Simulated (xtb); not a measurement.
O2Si, charge +1, doublet, geometry from GFN2-xTB (a state made from the parent by changing its charge; the spin is typed, not shown lowest); GFN2-xTB (xtb).

xtb was given this input:
```
$ xtb mol.xyz --gfn 2 --chrg 1 --uhf 1 --json

# file mol.xyz
3

O     -1.48961561     0.17688023    -0.04245102
Si    -0.00491603    -0.05453814     0.03992787
O      1.49821866    -0.08143848    -0.02742276
```

It wrote (shortened):

```
   ID    Z sym.   atoms
    1    8 O      1, 3
    2   14 Si     2

           -------------------------------------------------
          |                Calculation Setup                |
           -------------------------------------------------

           -------------------------------------------------
          |                 G F N 2 - x T B                 |
           -------------------------------------------------

          ...................................................
          :                      SETUP                      :
          :.................................................:
          :  # basis functions                  18          :
          :  # atomic orbitals                  17          :
          :  # shells                            7          :
          :  # electrons                        15          :
          :  max. iterations                   250          :
          :  Hamiltonian                  GFN2-xTB          :
          :  restarted?                      false          :
          :  GBSA solvation                  false          :
          :  PC potential                    false          :
          :  electronic temp.          300.0000000     K    :
          :  accuracy                    1.0000000          :
          :  -> integral cutoff          0.2500000E+02      :
          :  -> integral neglect         0.1000000E-07      :
          :  -> SCF convergence          0.1000000E-05 Eh   :
          :  -> wf. convergence          0.1000000E-03 e    :
          :  Broyden damping             0.4000000          :
          :  net charge                          1          :
          :  unpaired electrons                  1          :
          ...................................................

 iter      E             dE          RMSdq      gap      omega  full diag
   1     -9.3557069 -0.935571E+01  0.328E+01    6.53       0.0  T
   2     -9.3724589 -0.167519E-01  0.212E+01    6.89       1.0  T
   3     -9.3692096  0.324921E-02  0.368E+00    7.02       1.0  T
   4     -9.3573581  0.118516E-01  0.379E+00    8.13       1.0  T
   5     -9.3749283 -0.175703E-01  0.166E+00    7.78       1.0  T
   6     -9.3790487 -0.412036E-02  0.132E+00    7.34       1.0  T
   7     -9.3757725  0.327617E-02  0.125E+00    7.35       1.0  T
   8     -9.3798268 -0.405427E-02  0.616E-01    7.38       1.0  T
   9     -9.3805793 -0.752566E-03  0.277E-01    7.45       1.0  T
[...]
         :: total energy              -9.306274213175 Eh    ::
[...]
        12                         -0.3941407             -10.7251
        13                         -0.3937954             -10.7157
        14                         -0.1908426              -5.1931
        15                         -0.1777493              -4.8368
        16                          0.2609092               7.0997
        17                          1.1438795              31.1265
      -------------------------------------------------------------
                  HL-Gap            0.2752021 Eh            7.4886 eV
             Fermi-level           -0.7558430 Eh          -20.5675 eV

     #   Z          covCN         q      C6AA      α(0)
     1   8 O        0.771     0.158    13.176     4.865
     2  14 Si       1.542     0.684   175.273    28.207
     3   8 O        0.771     0.158    13.176     4.865

 Mol. C6AA /au·bohr⁶  :        400.983802
 Mol. C8AA /au·bohr⁸  :      20173.250988
 Mol. α(0) /au        :         37.937322

Wiberg/Mayer (AO) data.
largest (>0.10) Wiberg bond orders for each atom

 ---------------------------------------------------------------------------
     #   Z sym  total        # sym  WBO       # sym  WBO       # sym  WBO
 ---------------------------------------------------------------------------
     1   8 O    2.550 --     2 Si   2.165     3 O    0.385
     2  14 Si   4.330 --     1 O    2.165     3 O    2.165
     3   8 O    2.550 --     2 Si   2.165     1 O    0.385
 ---------------------------------------------------------------------------

Topologies differ in total number of bonds
Writing topology from bond orders to xtbtopo.mol

molecular dipole:
                 x           y           z       tot (Debye)
 q only:       -0.004      -0.042       0.031
   full:       -0.028      -0.311       0.228       0.983
molecular quadrupole (traceless):
                xx          xy          yy          xz          yz          zz
 q only:        2.504      -0.326      -1.235       0.018      -0.012      -1.270
  q+dip:        2.658      -0.346      -1.310       0.019      -0.014      -1.348
   full:       -3.171       0.427       1.703      -0.060      -0.420       1.468

           -------------------------------------------------
          | TOTAL ENERGY               -9.306274213175 Eh   |
          | GRADIENT NORM               0.000027896585 Eh/α |
          | HOMO-LUMO GAP               7.488628963598 eV   |
           -------------------------------------------------

normal termination of xtb
```
